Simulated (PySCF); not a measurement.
Species: `C=C/C(=C/C(=C)F)C(F)(F)F`. The columns A, B, C and D hold Mulliken, IAO, Hirshfeld and ESP-fitted charges (e) of one PBE0/pcSseg-1 density (PySCF), in a shuffled order. Coordinates in Å (GFN2-xTB); the density's dipole moment is (-0.15, -3.30, -1.25) D.

```csv
atom,x,y,z,A,B,C,D
C1,-2.913,0.005,-0.467,-0.088,-0.359,-0.290,-0.096
C2,-1.756,-0.634,-0.319,-0.053,-0.189,-0.144,-0.145
C3,-0.483,-0.029,0.041,-0.025,+0.074,-0.045,-0.336
C4,0.673,-0.647,-0.274,-0.046,-0.357,-0.153,-0.090
C5,2.031,-0.156,-0.159,+0.085,+0.440,+0.292,+0.245
C6,3.116,-0.923,-0.111,-0.111,-0.641,-0.355,-0.174
F7,2.185,1.183,-0.169,-0.078,-0.179,-0.265,-0.271
C8,-0.505,1.289,0.782,+0.260,+0.509,+0.799,+0.921
F9,-0.467,2.356,-0.031,-0.098,-0.172,-0.276,-0.272
F10,-1.614,1.432,1.532,-0.083,-0.179,-0.281,-0.273
F11,0.508,1.409,1.651,-0.090,-0.173,-0.272,-0.267
H12,-3.028,1.062,-0.307,+0.042,+0.191,+0.163,+0.136
H13,-3.796,-0.527,-0.774,+0.055,+0.180,+0.162,+0.127
H14,-1.696,-1.692,-0.538,+0.053,+0.165,+0.153,+0.102
H15,0.604,-1.635,-0.709,+0.061,+0.199,+0.169,+0.118
H16,3.038,-1.993,-0.112,+0.058,+0.241,+0.168,+0.136
H17,4.096,-0.486,-0.045,+0.059,+0.250,+0.177,+0.139
```

Problem. Which column most likely holds the ESP-fitted charges?

Solution. B. Σ q r misses the density's dipole by 0.02 D (B), 0.98 D (D), 1.55 D (A), 2.17 D (C). Charges fitted to the outside potential are the only set here that is tied to the molecule's multipoles.

Problem. And the Hirshfeld charges?

Solution. A. The mean sizes are 0.079 e (A), 0.226 e (D), 0.245 e (C), 0.265 e (B), and Hirshfeld charges are commonly the smallest of these schemes.

As computed, A = Hirshfeld, B = ESP-fitted, C = IAO, D = Mulliken. Hydrogens on carbon: Hirshfeld +0.04 to +0.06, ESP-fitted +0.16 to +0.25, IAO +0.15 to +0.18, Mulliken +0.10 to +0.14 e.

The Mulliken scheme gives each basis function's population to the atom it is centred on and halves the overlap population of two atoms between them. The ESP scheme is a least-squares fit of atom-centred charges to the potential on four shells outside the van der Waals surface, with the total charge fixed.

The structure is a single GFN2-xTB conformer in the gas phase; no vibrational or solvent corrections.

The values belong to the conformer `[CH2:1]=[CH:2]/[C:3](=[CH:4]/[C:5](=[CH2:6])[F:7])[C:8]([F:9])([F:10])[F:11]`: C1–C2–C3–C4 -157°, C3–C4–C5–C6 159°, C2–C3–C8–F9 -91°.
